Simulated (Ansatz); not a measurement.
Ansatz (a quantum-chemistry and plane-wave program) job for ClGeH6NSi, SMILES N[Si@@H](Cl)[GeH3], PBE-D3(BJ)/def2-SVP. 

Ansatz 0.2 input:
```yaml
crystal:
  periodic: [false, false, false]
  atoms:
    - {symbol: N, position_ang: [-1.88591693, 0.87292107, 0.87809709]}
    - {symbol: Si, position_ang: [-0.89093798, -0.35217587, 0.19952794]}
    - {symbol: Cl, position_ang: [-1.08031949, -0.57629460, -1.87900349]}
    - {symbol: Ge, position_ang: [1.38279994, 0.20775679, 0.58109850]}
    - {symbol: H, position_ang: [-2.88643020, 0.72285858, 0.95966030]}
    - {symbol: H, position_ang: [-1.68175245, 1.84851012, 0.68949720]}
    - {symbol: H, position_ang: [-1.31866722, -1.65154030, 0.78576387]}
    - {symbol: H, position_ang: [2.31564100, -0.77360766, -0.14785359]}
    - {symbol: H, position_ang: [1.64309723, 1.62607853, 0.03642511]}
    - {symbol: H, position_ang: [1.71849495, 0.19650642, 2.08434335]}
basis:
  gaussian:
    orbitals: def2-SVP
hamiltonian:
  xc: pbe
  dispersion: d3bj
relax: {f_tol: 0.002, max_steps: 200}
```

Log of the run:

```
Functional definition: PBE
integrals: 0.06 GiB planned
1262 factors; their error is unknown
mean field: 0.31 GiB planned
mean field evaluation 1: about -78466.1640 eV, gradient 6.2e1 eV
mean field evaluation 2: about -78432.0231 eV, gradient 1.2e2 eV
mean field evaluation 4: about -78473.7346 eV, gradient 6.6e0 eV
mean field evaluation 8: about -78473.8302 eV, gradient 1.2e-1 eV
mean field evaluation 16: about -78473.7434 eV, gradient 2.6e-4 eV
mean field -78473.74338595 eV, -2883.8568780199 hartree, gradient 1.4e-5 eV, S^2 0.000000; 0 other end points of the search recorded, 0 dependent functions left out
the calculation of the forces begins
reference -78473.74342501 eV, -2883.8568794555 hartree; 38, 38 occupied and 74, 74 virtual orbitals, 1262 factors
relax step   1: F+E_penalty+E_count = -78473.98799648 eV  Δ(F+E_penalty+E_count) = +0.000e0 eV  max|allowed force component| = 3.772e-1 eV/Å  Δτ_max = 0.0000 Å  (28 SCF iters, accepted)
these checks for a lower state are left out or cut short: starts, cluster_reference, orbital_swaps, neighbouring_geometries, increment
integrals: 0.06 GiB planned
1262 factors; their error is unknown
mean field: 0.31 GiB planned
mean field -78473.75747261 eV, -2883.8573956952 hartree, gradient 1.5e-5 eV, S^2 0.000000; 0 other end points of the search recorded, 0 dependent functions left out
the calculation of the forces begins
reference -78473.75751180 eV, -2883.8573971354 hartree; 38, 38 occupied and 74, 74 virtual orbitals, 1262 factors
relax step   2: F+E_penalty+E_count = -78474.00045665 eV  Δ(F+E_penalty+E_count) = -1.246e-2 eV  max|allowed force component| = 1.677e-1 eV/Å  Δτ_max = 0.0343 Å  (27 SCF iters, accepted)
these checks for a lower state are left out or cut short: starts, cluster_reference, orbital_swaps, neighbouring_geometries, increment
integrals: 0.06 GiB planned
1262 factors; their error is unknown
mean field: 0.31 GiB planned
mean field evaluation 32: about -78473.7593 eV, gradient 1.6e-5 eV
mean field -78473.75930428 eV, -2883.8574630076 hartree, gradient 1.6e-5 eV, S^2 0.000000; 0 other end points of the search recorded, 0 dependent functions left out
the calculation of the forces begins
reference -78473.75934351 eV, -2883.8574644495 hartree; 38, 38 occupied and 74, 74 virtual orbitals, 1262 factors
relax step   3: F+E_penalty+E_count = -78474.00187531 eV  Δ(F+E_penalty+E_count) = -1.419e-3 eV  max|allowed force component| = 5.369e-2 eV/Å  Δτ_max = 0.0251 Å  (27 SCF iters, accepted)
these checks for a lower state are left out or cut short: starts, cluster_reference, orbital_swaps, neighbouring_geometries, increment
integrals: 0.06 GiB planned
1262 factors; their error is unknown
mean field: 0.31 GiB planned
mean field -78473.75972823 eV, -2883.8574785878 hartree, gradient 1.6e-5 eV, S^2 0.000000; 0 other end points of the search recorded, 0 dependent functions left out
the calculation of the forces begins
reference -78473.75976745 eV, -2883.8574800292 hartree; 38, 38 occupied and 74, 74 virtual orbitals, 1262 factors
relax step   4: F+E_penalty+E_count = -78474.00247586 eV  Δ(F+E_penalty+E_count) = -6.005e-4 eV  max|allowed force component| = 3.945e-2 eV/Å  Δτ_max = 0.0111 Å  (28 SCF iters, accepted)
these checks for a lower state are left out or cut short: starts, cluster_reference, orbital_swaps, neighbouring_geometries, increment
integrals: 0.06 GiB planned
1262 factors; their error is unknown
mean field: 0.31 GiB planned
mean field -78473.75981169 eV, -2883.8574816546 hartree, gradient 9.3e-6 eV, S^2 0.000000; 0 other end points of the search recorded, 0 dependent functions left out
the calculation of the forces begins
reference -78473.75985090 eV, -2883.8574830956 hartree; 38, 38 occupied and 74, 74 virtual orbitals, 1262 factors
relax step   5: F+E_penalty+E_count = -78474.00265025 eV  Δ(F+E_penalty+E_count) = -1.744e-4 eV  max|allowed force component| = 2.509e-2 eV/Å  Δτ_max = 0.0043 Å  (23 SCF iters, accepted)
these checks for a lower state are left out or cut short: starts, cluster_reference, orbital_swaps, neighbouring_geometries, increment
integrals: 0.06 GiB planned
1262 factors; their error is unknown
mean field: 0.31 GiB planned
mean field -78473.75977411 eV, -2883.8574802739 hartree, gradient 1.6e-5 eV, S^2 0.000000; 0 other end points of the search recorded, 0 dependent functions left out
the calculation of the forces begins
reference -78473.75981331 eV, -2883.8574817144 hartree; 38, 38 occupied and 74, 74 virtual orbitals, 1262 factors
relax step   6: F+E_penalty+E_count = -78474.00264712 eV  Δ(F+E_penalty+E_count) = +3.130e-6 eV  max|allowed force component| = 3.508e-2 eV/Å  Δτ_max = 0.0162 Å  (28 SCF iters, rejected (line search))
these checks for a lower state are left out or cut short: starts, cluster_reference, orbital_swaps, neighbouring_geometries, increment
integrals: 0.06 GiB planned
1262 factors; their error is unknown
mean field: 0.31 GiB planned
mean field -78473.75992331 eV, -2883.8574857566 hartree, gradient 1.6e-5 eV, S^2 0.000000; 0 other end points of the search recorded, 0 dependent functions left out
the calculation of the forces begins
reference -78473.75996251 eV, -2883.8574871974 hartree; 38, 38 occupied and 74, 74 virtual orbitals, 1262 factors
relax step   7: F+E_penalty+E_count = -78474.00282468 eV  Δ(F+E_penalty+E_count) = -1.744e-4 eV  max|allowed force component| = 6.345e-3 eV/Å  Δτ_max = 0.0078 Å  (28 SCF iters, accepted)
these checks for a lower state are left out or cut short: starts, cluster_reference, orbital_swaps, neighbouring_geometries, increment
integrals: 0.06 GiB planned
1262 factors; their error is unknown
mean field: 0.31 GiB planned
mean field evaluation 64: about -78473.7599 eV, gradient 3.6e-5 eV
mean field -78473.75988326 eV, -2883.8574842849 hartree, gradient 1.6e-5 eV, S^2 0.000000; 0 other end points of the search recorded, 0 dependent functions left out
the calculation of the forces begins
reference -78473.75992246 eV, -2883.8574857255 hartree; 38, 38 occupied and 74, 74 virtual orbitals, 1262 factors
relax step   8: F+E_penalty+E_count = -78474.00284870 eV  Δ(F+E_penalty+E_count) = -2.402e-5 eV  max|allowed force component| = 5.509e-3 eV/Å  Δτ_max = 0.0075 Å  (29 SCF iters, accepted)
these checks for a lower state are left out or cut short: starts, cluster_reference, orbital_swaps, neighbouring_geometries, increment
integrals: 0.06 GiB planned
1262 factors; their error is unknown
mean field: 0.31 GiB planned
mean field -78473.75989697 eV, -2883.8574847886 hartree, gradient 6.4e-6 eV, S^2 0.000000; 0 other end points of the search recorded, 0 dependent functions left out
the calculation of the forces begins
reference -78473.75993617 eV, -2883.8574862293 hartree; 38, 38 occupied and 74, 74 virtual orbitals, 1262 factors
relax step   9: F+E_penalty+E_count = -78474.00285164 eV  Δ(F+E_penalty+E_count) = -2.940e-6 eV  max|allowed force component| = 1.656e-3 eV/Å  Δτ_max = 0.0027 Å  (22 SCF iters, accepted)
integrals: 0.06 GiB planned
1262 factors; their error is unknown
mean field: 0.31 GiB planned
mean field -78473.75989697 eV, -2883.8574847886 hartree, gradient 6.9e-6 eV, S^2 0.000000; 1 other end points of the search recorded, 0 dependent functions left out
the calculation of the forces begins
reference -78473.75993617 eV, -2883.8574862293 hartree; 38, 38 occupied and 74, 74 virtual orbitals, 1262 factors
Total energy: -78474.00289085 eV, -2883.8664146490 hartree
Atom 0 at    -1.887277     0.876987     0.900781 Å, force    -0.000884    -0.000337     0.001618 eV/Å
Atom 1 at    -0.895937    -0.358635     0.197243 Å, force    -0.001109     0.000116    -0.001656 eV/Å
Atom 2 at    -1.087429    -0.582978    -1.897653 Å, force     0.001568    -0.000279    -0.000120 eV/Å
Atom 3 at     1.387594     0.206609     0.583871 Å, force     0.000914    -0.000047    -0.000055 eV/Å
Atom 4 at    -2.899571     0.728698     0.954117 Å, force     0.000539     0.000499     0.000172 eV/Å
Atom 5 at    -1.684796     1.855116     0.676181 Å, force    -0.000009     0.000501    -0.000230 eV/Å
Atom 6 at    -1.332964    -1.663926     0.792349 Å, force     0.000089    -0.000387     0.001300 eV/Å
Atom 7 at     2.333748    -0.772163    -0.155998 Å, force     0.000009     0.000448    -0.000769 eV/Å
Atom 8 at     1.647094     1.638293     0.040172 Å, force     0.000174    -0.000042    -0.000332 eV/Å
Atom 9 at     1.735548     0.193012     2.096493 Å, force    -0.001290    -0.000471     0.000072 eV/Å
Dipole moment:    -0.227847     0.241215     0.251637 e Å
```

Self-consistency was reached.

Cost: roughly 40 core-seconds.
